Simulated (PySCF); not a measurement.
Cu2, optimised at B3LYP/6-31G*:

```xyz
2

Cu     0.0023    -0.7483     0.6861
Cu    -0.0023     0.7483    -0.6861
```

Computed with PySCF (xtb for GFN2) and rigid-rotor harmonic-oscillator thermochemistry at 1 bar. 6-31G* has spherical d functions here. All species are closed-shell singlets. B3LYP is the form with VWN-RPA correlation. Cu: all electrons, no relativistic terms.

Problem. List the harmonic frequencies (cm⁻¹, unscaled) at this level and at the other levels, each on its own geometry.

Solution. 
- B3LYP/6-31G*: 398
- GFN2-xTB: 291
- HF/6-31G*: 306
- PBE/def2-SVP: 281
- PBE0/def2-TZVP: 245
